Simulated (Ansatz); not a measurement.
The same ligand exchange along the group Mg, Zn, Cd.

Program: Ansatz. Geometries: PBE0-D4/def2-TZVP. ΔE: electronic, gas phase. CCSD(T)/CBS is the MP2 limit (def2-TZVPP, def2-QZVPP) plus CCSD(T) − MP2 in def2-TZVPP, frozen cores. This one scheme is used for every species. def2 core potentials past Kr. For Cd, Mg, Zn outer-core shells are correlated without core-valence functions, which leaves a few kJ/mol of doubt a bond. Scalar relativity is left out up to krypton. One conformer a species, not always the lowest.

**Question.** Order these by ΔE at CCSD(T)/CBS, lowest first. (Best estimate.)
A. `C[CH2][Zn][F]` + HCl → `[F][Zn][Cl]` + `CC`
B. `C[CH2][Cd][F]` + HCl → `[F][Cd][Cl]` + `CC`
C. `C[CH2][Mg][F]` + HCl → `[F][Mg][Cl]` + `CC`

**Answer.** C (-225.1 kJ/mol), A (-144.3 kJ/mol), B (-130.4 kJ/mol).

Largest T1 diagnostic: 0.016, for `[F][Zn][Cl]`.
